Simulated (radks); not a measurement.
Results of a calculation; reference values are marked as such.
Problem. These are the eigenvalues of the occupied orbitals of an atom or ion with whole-number occupations (eV). Level of theory: Dirac Kohn-Sham, PBEsol, spin-unpolarised, spherical densities, finite nucleus; Fermi nuclear charge, rms radius of each element as measured or else 0.836 A^(1/3) + 0.57 fm (a radial shooting solver on a logarithmic mesh with Libxc functionals).

1s1/2: -26514.54
2s1/2: -3953.958
2p1/2: -3683.040
2p3/2: -3490.755
3s1/2: -753.8519
3p1/2: -645.2788
3p3/2: -610.9230
3d3/2: -418.6300
3d5/2: -411.6432
4s1/2: -125.6355
4p1/2: -90.4730
4p3/2: -84.4602
4d3/2: -29.9454
4d5/2: -29.1445
5s1/2: -15.5601
6s1/2: -2.4968

Which element is it, and in what charge state? The configuration may be excited. Open shells, if any, fill j = l - 1/2 first.

Solution. Z = 48, cadmium, charge 0: Cd in [Kr] 4d8 5s2 6s2. The list shows which subshells hold electrons but not how many an open one holds; the 1s level, -974.39 hartree, gives Z - s = 44.1 by -(Z - s)^2/2, which with screening and relativity narrows Z to a few neighbours, and the depths of the outer levels then fix element, charge and occupations together.
